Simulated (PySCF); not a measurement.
H6GeSeSi, SMILES [GeH3][SiH2][SeH] at its PBE/def2-SVP optimised geometry (Å):

```
9

Ge     1.3293    -0.5303     0.0000
Si    -1.0673    -0.5303     0.0000
Se    -1.9016     1.6249     0.0000
H      1.8477     0.2541    -1.2359
H      1.9016    -1.9740    -0.0644
H      1.8625     0.1632     1.2802
H     -1.5965    -1.3324    -1.1616
H     -1.6053    -1.1238     1.2736
H     -1.2020     1.9740    -1.2643
```

Computed with PBE/def2-TZVP (PySCF). Cells within 0.4 Å of a nucleus heavier than hydrogen are left out (blank, or x).

Map of the LUMO amplitude (bohr^(-3/2)) on the plane z = 0.0 Å; orbital energy -1.38 eV, overall sign arbitrary:

```
|45555555555554444444444444444|
|55555666655554444444444444444|
|55566666665555444444444444444|
|55666777766555444444444444444|
|55667788766554444444444444444|
|55667899865544444444444444444|
|55667898765444444444444444444|
|5556777x443344444444444444444|
|555555xxx32234455544444444444|
|4444433xx11244555554444444444|
|44433101001345555555444444444|
|44432100013566665555444444444|
|44433222346787766555544444444|
|44443334578998766555555544444|
|44444456777999765444555555444|
|4444455675xx876543xx555555544|
|444455667xxx554333xxx55555554|
|4444455565xx232212xx355555554|
|44444444432111111123456655554|
|44444444321000111124566665554|
|44444433221101111234687665554|
|44444333221111112345797665554|
|44444333222222222345777665554|
|44444333322222233345666655554|
|44444333333333333445555555544|
|44444433333333334444555555444|
|44444443333333344444555554444|
|44444444443334444444444444444|
|44444444444444444444444444444|
```
Scale: ten equal steps from -0.105 (start of '0') to 0.126 (end of '9'), in the order '0123456789'; x runs from -4.00 to 4.00, y from -4.00 (bottom) to 4.00 (top).
